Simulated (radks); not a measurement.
Problem. These are the eigenvalues of the occupied orbitals of an atom or ion with whole-number occupations (hartree). Method: scalar-relativistic Kohn-Sham, LDA (Slater exchange, Perdew-Wang correlation), spin-polarised, spherical densities, finite nucleus; Fermi nuclear charge, rms radius of each element as measured or else 0.836 A^(1/3) + 0.57 fm; computed with a radial shooting solver on a logarithmic mesh with Libxc functionals.

orbital  eigenvalue
1s up     -1715.904
1s down   -1715.903
2s up     -282.5256
2s down   -282.5234
2p up     -252.4215
2p down   -252.4197
3s up     -63.94297
3s down   -63.89546
3p up     -54.52938
3p down   -54.48225
3d up     -41.73483
3d down   -41.69775
4s up     -14.70270
4s down   -14.59612
4p up     -11.58199
4p down   -11.47671
4d up      -7.19387
4d down    -7.09105
5s up      -3.53513
5s down    -3.48308
5p up      -2.67658
5p down    -2.63431
4f up      -2.41881
6p up      -1.05126

Which element is it, and in what charge state? The configuration may be excited. Open shells, if any, are filled with parallel spins first.

Solution. Z = 62, samarium, charge +4: Sm4+ in [Xe] 4f3 6p1. The list shows which subshells hold electrons but not how many an open one holds; the 1s level, -1715.9 hartree, gives Z - s = 58.6 by -(Z - s)^2/2, which with screening and relativity narrows Z to a few neighbours, and the depths of the outer levels then fix element, charge and occupations together.
